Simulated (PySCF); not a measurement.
Cl2H2O2Sn, SMILES [OH][Sn]([OH])([Cl])[Cl]. Atoms are numbered in the order given.

```xyz
7

O     -0.4783    -1.8898    -0.8538
Sn     0.1200    -0.2134    -0.0150
O      1.9216    -0.5948     0.6982
Cl     0.1775     1.5186    -1.5910
Cl    -1.3588     0.4188     1.6874
H      0.2153    -2.5638    -0.7743
H      2.3217     0.1748     1.1300
```
Charge 0, spin multiplicity 1.

Geometry: B3LYP-D3(BJ)/def2-SVP. The geometry has at least one imaginary mode, so it is a saddle point at that level. The structure was generated by enumeration; whether it is a known compound was not checked. The def2 effective core potentials stand for the cores of Sn; spin–orbit coupling is left out. One conformer was computed; it need not be the lowest.

Computed with M06-2X/def2-TZVP in PySCF.

Atomic charges (e):

| atom | Mulliken | Löwdin |
|---|---|---|
| O1 | ___ | -0.33 |
| Sn2 | ___ | 0.23 |
| O3 | ___ | -0.34 |
| Cl4 | ___ | 0.05 |
| Cl5 | ___ | 0.05 |
| H6 | ___ | 0.18 |
| H7 | ___ | 0.17 |

### Question
What belongs in the gaps? (The exact figures need the calculation; the answer reports its results.)

### Answer

- O1, Mulliken: -0.69
- Sn2, Mulliken: 1.34
- O3, Mulliken: -0.70
- Cl4, Mulliken: -0.32
- Cl5, Mulliken: -0.32
- H6, Mulliken: 0.35
- H7, Mulliken: 0.34
